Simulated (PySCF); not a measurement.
CH$_{2}$NO (SMILES N[C]=O), doublet, at a GFN2-xTB geometry. Base run: PySCF with MN15/6-31G.

Here is a job for PySCF.
```python
from pyscf import gto, scf, dft

mol = gto.M(
    atom='''
N    -1.084208    0.034696   -0.003522
C     0.169541   -0.378673    0.005976
O     1.219079    0.204885    0.000415
H    -1.343784    1.022254   -0.018599
H    -1.836633   -0.632171    0.004077
''',
    basis='6-31g',
    charge=0,
    spin=1,
    verbose=4,
)

mf = dft.UKS(mol)
mf.xc = 'mn15'
mf.kernel()
```

The base run was repeated with changes; each row names its change, and settings that it needs were set with it.

| change | ΔE vs base (mEh) | grid points | electrons on the grid |
|---|---|---|---|
| base | 0.000 | 61720 | 22.99999 |
| grids.level = 5 | -0.001 | 175152 | 23.00000 |
| grids.radi_method = gauss_chebyshev | 0.002 | 60464 | 22.99999 |
| grids.radi_method = mura_knowles | 0.000 | 58912 | 22.99999 |
| grids.atom_grid = (75, 302) | 0.000 | 71784 | 22.99999 |
| grids.atom_grid = (99, 590) | -0.002 | 159504 | 23.00000 |
| small_rho_cutoff = 0 | 0.000 | 61720 | 22.99999 |
| grids.becke_scheme = stratmann | -0.002 | 61720 | 23.00000 |
| grids.level = 1 | 0.186 | 20424 | 23.00001 |
| grids.atom_grid = (50, 194) | -0.017 | 32672 | 22.99998 |
| grids.level = 0 | -49.693 | 4480 | 23.01533 |

Open shells are given as the SCF converged; they aren't shown to be the lowest states, and a large step between rows can be another state.
